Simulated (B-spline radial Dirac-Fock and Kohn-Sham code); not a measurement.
## Form factor and incoherent scattering function of Zn

System: neutral zinc, configuration 1s2 2s2 2p6 3s2 3p6 3d10 4s1 4p1 (an excited configuration).

The run's input, task.json:

```json
{"items": [{
  "Z": 30,
  "q": 0,
  "cfg": [[1, 0, 2], [2, 0, 2], [2, 1, 6], [3, 0, 2], [3, 1, 6], [3, 2, 10], [4, 0, 1], [4, 1, 1]],
  "A": 64,
  "rrms": 3.9283,
  "do": ["scatter"],
  "s": [0.0, 0.08, 0.1, 0.12, 0.14, 0.16, 0.19, 0.23, 0.27, 0.32, 0.38, 0.45, 0.53, 0.63, 0.75, 0.89, 1.05, 1.25, 1.48, 1.75, 2.08, 2.46, 2.91],
  "pz": [0, 0.1, 0.2, 0.3, 0.4, 0.5, 0.6, 0.8, 1.0, 1.2, 1.4, 1.6, 1.8, 2.0, 2.5, 3.0, 4.0, 5.0, 7.0, 10.0, 15.0, 20.0, 30.0, 40.0, 60.0, 100.0],
  "hv_scatter": [2000, 8047.8, 10000, 20000, 50000, 100000, 200000, 1000000]
}]}
```

Launch: `python xray_run.py task.json out`

The computed values come from a radial finite-basis atomic code: configuration-average Dirac-Fock orbitals. f₀ is the Fourier transform of the spherical electron density, S the Waller-Hartree incoherent function, and s = sin θ/λ.

| s (Å⁻¹) | f₀ | S |
| --- | --- | --- |
| 0 | 30.000 | 0.000 |
| 0.08 | 28.380 | 2.029 |
| 0.1 | 27.714 | 2.682 |
| 0.12 | 27.029 | 3.307 |
| 0.14 | 26.339 | 3.911 |
| 0.16 | 25.646 | 4.501 |
| 0.19 | 24.602 | 5.369 |
| 0.23 | 23.203 | 6.503 |
| 0.27 | 21.802 | 7.609 |
| 0.32 | 20.074 | 8.934 |
| 0.38 | 18.083 | 10.420 |
| 0.45 | 15.943 | 12.012 |
| 0.53 | 13.808 | 13.665 |
| 0.63 | 11.641 | 15.512 |
| 0.75 | 9.719 | 17.421 |
| 0.89 | 8.214 | 19.235 |
| 1.05 | 7.130 | 20.835 |
| 1.25 | 6.269 | 22.321 |
| 1.48 | 5.533 | 23.601 |
| 1.75 | 4.750 | 24.769 |
| 2.08 | 3.854 | 25.870 |
| 2.46 | 2.985 | 26.795 |
| 2.91 | 2.247 | 27.538 |

f₀ starts at the number of electrons, 30, and has fallen to half at s ≈ 0.49 Å⁻¹. The sum of ⟨r²⟩ over the electrons is 43.78 bohr². It fixes the forward electron scattering factor, f_e(0) = (a₀/3)Σ⟨r²⟩ = 7.722 Å.
